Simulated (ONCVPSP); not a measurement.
## Potentials for P compared

Generated with ld1.x 7.5 (TM, RRKJ, ultrasoft, PAW), atompaw 4.2 or ONCVPSP 4.0.1. The cutoff is in Ry: for ld1.x and atompaw files where the sum of valence levels is converged to 10 mRy in a Bessel basis, for ONCV files where the hardest occupied wave has 1 mHa per electron of residual kinetic energy. The error is the largest all-electron minus pseudo excitation energy over each file’s own four to seven test configurations (ionisations up to +4, promotions, holes and added fractions of an electron), all of which were solved. The labels leave out finer settings (local radius, basis sizes, second energies), which also bear on the numbers. Spin-polarised tests are not counted. The rows are a selection from randomly drawn settings: files with unsolved tests, undetermined cutoffs or missed reference levels are left out.

A true bound ghost makes a file unfit for plane-wave use even where its test errors are small: the radial tests pick states by their node count and pass the ghost by.

| potential | cutoff (Ry) | largest error (meV) | bound ghosts |
| --- | --- | --- | --- |
| ONCV, PBE, scalar-relativistic, rc 0.75/0.90 (sp), local smoothed, core correction no, reference 2s2 2p6 3s2 3p2.5, qcut 21.7/17.8, projectors 2/3 | 266 | +1.3 | none |
| ONCV, PBEsol, scalar-relativistic, rc 1.35/1.25 (sp), local p, core correction yes, reference 3s2 3p1, qcut 3.8/7.1, projectors 1/0 | 37 | +24 | none |
| ONCV, PBEsol, scalar-relativistic, rc 1.25/1.20/1.20 (spd), local p, core correction yes, reference 3s2 3p2.5, qcut 5.6/6.4/7.6, projectors 2/0/3 | 151 | +4.4 | s |
| ONCV, PBE, scalar-relativistic, rc 1.40/1.50 (sp), local smoothed, core correction yes, reference 3s1.5 3p3.5, qcut 3.6/5.2, projectors 2/2 | 52 | +5.6 | none |
| ONCV, BLYP, scalar-relativistic, rc 1.75/1.95 (sp), local smoothed, core correction yes, reference 3s1.5 3p3.5, qcut 4.1/5.1, projectors 2/2 | 33 | +14 | none |
| ONCV, PBE, scalar-relativistic, rc 1.05/1.00/0.80 (spd), local smoothed, core correction yes, reference 2s2 2p6 3s2 3p1, qcut 13.4/14.6/11.6, projectors 2/2/2 | 170 | -4.0 | none |

Question: Fill in the row for P: ONCV, PBE, scalar-relativistic, rc 1.35/1.35 (sp), local p, core correction yes, reference 3s2 3p1, qcut 5.9/7.2, projectors 2/0.

Answer: cutoff 22 Ry, largest error +21 meV, bound ghosts: none.

Question: Fill in the row for P: ONCV, revPBE, scalar-relativistic, rc 1.70/1.70/1.70 (spd), local smoothed, core correction yes, reference 3s2 3p2, qcut 3.5/5.2/6.4, projectors 1/2/2.

Answer: cutoff 72 Ry, largest error +79 meV, bound ghosts: none.

Question: Fill in the row for P: ONCV, PBE, scalar-relativistic, rc 0.85/1.00 (sp), local smoothed, core correction yes, reference 2s2 2p6 3s2 3p2.75, qcut 12.8/16.6, projectors 2/2.

Answer: cutoff 195 Ry, largest error +2.1 meV, bound ghosts: none.
